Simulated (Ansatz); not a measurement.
The cluster Hg₂O₃⁻, relaxed as a doublet with UKS PBE0-D4/def2-SVPD in Ansatz, starting from the GFN1-xTB geometry. Force threshold 0.02 eV/Å.

In the def2 sets Hg takes a core potential; there is no spin–orbit coupling. The charge -1 doublet is spin-contaminated (final ⟨S²⟩ up to 1.79, 0.75 for a pure state). The relaxation made no stability test and no search for a lower SCF solution. Another isomer (doublet) lies 2.06 eV lower at PBE0-D4/def2-TZVPD; other spin states weren't run for this one.

Start:

Cartesian coordinates in Å:
```
Hg 0.1840 -0.3615 0.9759
Hg -0.4468 0.8573 -2.3405
O 0.5029 -0.9746 2.6759
O -0.6128 -0.6336 -0.8821
O 0.3727 1.1124 -0.4292
```

Question: Estimate the energy that the relaxation releases and the steps that it takes.

Answer: 28.5 kcal/mol, in 14 steps; 56 s on 4 threads of Arm Neoverse V1 on a shared host. The force fell under the threshold at step 5, but the optimiser went on and released 0.028 eV more. No frequencies were taken in this run, so the end may be a saddle point.

Question: Does the start keep its bonding and symmetry?

Answer: By distances, no bond broke or formed. The bond that changes most is Hg1–O5, from 2.05 to 2.31 Å (atoms count from 1). A close non-bonded pair moves further: O4–O5, from 2.06 to 2.87 Å. Point group C2v at the start, Cs at the end, both within 0.05 Å.

Question: Predict the relaxed structure.

Answer: 
```xyz
5

Hg    0.006   -0.586    0.787
Hg   -0.375    0.916   -2.242
O     0.622   -0.757    2.706
O    -0.829   -0.977   -1.007
O     0.576    1.404   -0.245
```
Bond lengths (bridged metal pairs left out): 5 × Hg–O 2.02 to 2.31 Å.
